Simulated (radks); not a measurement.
Values are calculated unless marked as measured or tabulated.
Question: I3+, 50 electrons, occupied as [Kr] 4d10 5s1 5p2 6s1 (not the ground configuration). Level of theory: scalar-relativistic Kohn-Sham, OLYP, spin-polarised, spherical densities, point nucleus; open shells are filled with parallel spins first (spin-orbit coupling, left out, can overturn this in heavy ions) (a radial shooting solver on a logarithmic mesh with Libxc functionals). Some entries of the table are withheld. Estimate them.

orbital  occ.  eigenvalue (hartree)  <1/r> (bohr^-1)  <r^2> (bohr^2)
1s up       1             -1213.523            56.83        0.001005
1s down     1             -1213.516            56.83        0.001005
2s up       1             -188.8623            13.02         0.01619
2s down     1             -188.8585            13.02         0.01619
2p up       3             -169.6846            12.46         0.01282
2p down     3             -169.6792            12.46         0.01282
3s up       1             -39.28627            4.670          0.1126
3s down     1             -39.28030            4.671          0.1126
3p up       3             -33.07142            4.440          0.1128
3p down     3             -33.06481            4.441          0.1128
3d up       5             -23.77652            4.204         0.09832
3d down     5             -23.77025            4.205         0.09829
4s up       1              -8.07003            1.889          0.6166
4s down     1              -8.05908            1.889          0.6156
4p up       3              -6.11882            1.731          0.7112
4p down     3              -6.10657            1.733          0.7075
4d up       5              -3.27072            1.451          0.9728
4d down     5              -3.24708            1.462          0.9530
5s up       1              -1.91450           0.7312           3.564
5s down     0              -1.80968           0.7211           3.686
5p up       2              -1.44424           0.6369           4.629
5p down     0              -1.35574           0.6176           4.852
5d up       0              -0.82782           0.4746           8.367
6s up       1              -0.72833           0.3447           15.72
6p up       0              -0.58718           0.3016             (1)

Answer: 
(1) 6p up <r^2> (bohr^2): 20.69
